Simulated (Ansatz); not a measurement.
Calculated with Ansatz (gas phase, PBE0-D4/def2-TZVP geometries, no zero-point term in ΔE). CBS: MP2 limit from def2 TZ/QZ plus the TZ coupled-cluster correction, frozen cores. Functionals use def2-TZVPP. B3LYP here is the variant with VWN-RPA as its local correlation; programs differ in this. HSE06 is defined as in plane-wave codes. One conformer a species, not always the lowest.

`C#[C][Al]([NH2])[F]` → `[CH3][Al]([F])[C]#N`  (isomerisation)

`C#[C][Al]([NH2])[F]`:

```xyz
8

C    -1.197    0.442   -2.178
C    -0.419    0.219   -1.279
Al    0.783   -0.131    0.140
N     0.233   -0.255    1.797
F     2.386   -0.325   -0.179
H    -1.879    0.640   -2.974
H     0.822   -0.439    2.592
H    -0.728   -0.150    2.081
```

`[CH3][Al]([F])[C]#N`:

Cartesian coordinates in Å:
```
C -0.151 -0.575 -1.166
Al 0.362 0.602 0.264
F 1.322 1.914 0.039
C -0.206 0.346 2.093
N -0.575 0.145 3.167
H -0.696 -0.030 -1.942
H 0.730 -1.013 -1.645
H -0.786 -1.389 -0.810
```

```
             level  ΔE (kcal/mol)  difference from CCSD(T)/CBS
            PBE-D4          -10.6                         -2.4
         revPBE-D4          -11.8                         -3.6
            B97M-V          -10.3                         -2.1
           PBE0-D4          -10.0                         -1.8
          B3LYP-D4           -9.2                         -1.0
        r2SCANh-D4           -9.0                         -0.8
        r2SCAN0-D4           -8.7                         -0.5
          HSE06-D4          -10.0                         -1.8
          BHLYP-D4           -8.7                         -0.5
      CAM-B3LYP-D4           -9.0                         -0.8
           ωB97X-V          -11.5                         -3.3
           ωB97M-V          -10.2                         -2.0
            B2PLYP           -9.8                         -1.6
          PBE-QIDH           -9.9                         -1.7
               PBE          -10.8                         -2.6
            revPBE          -12.2                         -4.0
              BLYP          -10.3                         -2.1
            r2SCAN           -9.2                         -1.0
              PBE0          -10.2                         -2.0
             B3LYP           -9.5                         -1.3
           r2SCANh           -9.0                         -0.8
           r2SCAN0           -8.8                         -0.6
             HSE06          -10.1                         -1.9
             BHLYP           -8.9                         -0.7
         CAM-B3LYP           -9.2                         -1.0
RPA@PBE/def2-TZVPP          -13.2                         -5.0
       HF/def2-SVP          -13.6                         -5.4
      MP2/def2-SVP          -15.8                         -7.6
     CCSD/def2-SVP          -15.5                         -7.3
  CCSD(T)/def2-SVP          -15.9                         -7.7
     HF/def2-TZVPP          -10.8                         -2.6
    MP2/def2-TZVPP           -9.8                         -1.6
SCS-MP2/def2-TZVPP          -10.9                         -2.7
   CCSD/def2-TZVPP          -10.4                         -2.2
CCSD(T)/def2-TZVPP          -10.5                         -2.3
     HF/def2-QZVPP          -10.4                         -2.2
SCS-MP2/def2-QZVPP           -9.4                         -1.2
      HF/CBS(def2)          -10.3                         -2.1
     MP2/CBS(def2)           -7.5                          0.7
    CCSD/CBS(def2)           -8.1                          0.1
       CCSD(T)/CBS           -8.2                            0
```

Largest T1 diagnostic among the species: 0.013.

From BLYP to BHLYP (50 % exact exchange), in def2-TZVPP and without D4, ΔE moves by +1.4 kcal/mol. At CCSD(T), def2-SVP lies −7.7 kcal/mol from the extrapolated value and def2-TZVPP −2.3 kcal/mol.
